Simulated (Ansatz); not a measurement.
Computed with Ansatz on PBE0-D4/def2-TZVP structures; ΔE is electronic, products minus reactants. CCSD(T)/CBS adds triple-zeta CCSD(T) − MP2 to the extrapolated MP2 energy (def2 sets, frozen cores). This one scheme is used for every species. Elements past krypton have def2 core potentials. For I outer-core shells are correlated without core-valence functions, which leaves a few kJ/mol of doubt a bond. Each species was taken in one conformer, which may not be the lowest.

Consider the ligand exchange at the Si–S bond: `O[SiH](F)[SiH2]S` + HI → `O[SiH](F)[SiH2]I` + H₂S.

```json
{"species": "`O[SiH](F)[SiH2]S`", "CCSD(T)/def2-TZVPP energy (Eh)": "-1153.86793"}
{"species": "HI", "CCSD(T)/def2-TZVPP energy (Eh)": "-297.73743"}
{"species": "`O[SiH](F)[SiH2]I`", "CCSD(T)/def2-TZVPP energy (Eh)": "-1052.68508"}
{"species": "H₂S", "CCSD(T)/def2-TZVPP energy (Eh)": "-398.93111"}
```

Question: Work out ΔE.

Answer: ΔE = (-1052.68508) + (-398.93111) − (-1153.86793) − (-297.73743) = -0.01083 Eh = -6.8 kcal/mol. CCSD(T)/CBS gives -8.3 kcal/mol.

Largest T1 diagnostic among the species: 0.013.
